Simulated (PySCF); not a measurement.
rhodium atom (Rh), quartet (core potentials on Rh). Base run: B3LYP/def2-SVP run with PySCF.

PySCF was given this input:
```python
from pyscf import gto, scf, dft, solvent

mol = gto.M(
    atom='''
Rh    0.000000    0.000000    0.000000
''',
    basis='def2-svp',
    ecp={'Rh': 'def2-svp'},
    charge=0,
    spin=3,
    verbose=3,
)

mf = dft.UKS(mol)
mf.xc = 'b3lyp'
mf.kernel()
mf.analyze()
```

The base run was repeated with changes; each row names its change, and settings that it needs were set with it.

```
change                                                ΔE vs base (kJ/mol)
----------------------------------------------------  -------------------
base                                                                 0.00
model = SS(V)PE; solvent = n-hexane                                 -0.09
model = ddCOSMO; solvent = n-hexane                                 -7.97
model = IEF-PCM; solvent = dimethylsulfoxide                        -0.33
model = IEF-PCM; solvent = n-hexane; vdw_scale = 1.1                -0.37
model = IEF-PCM; solvent = n-hexane                                 -0.09
model = IEF-PCM; solvent = water                                    -0.33
model = IEF-PCM; solvent = chloroform                               -0.25
model = IEF-PCM; solvent = n-hexane; vdw_scale = 1.0                -0.96
model = COSMO; solvent = n-hexane                                   -0.12
model = IEF-PCM; solvent = n-hexane; vdw_scale = 1.4                 0.03
model = IEF-PCM; solvent = n-hexane; r_probe = 0.5                   0.04
```

The base is the gas phase, so ΔE is the electrostatic part of solvation at a fixed geometry, without cavity and dispersion terms.

Open shells are given as the SCF converged; they aren't shown to be the lowest states, and a large step between rows can be another state.
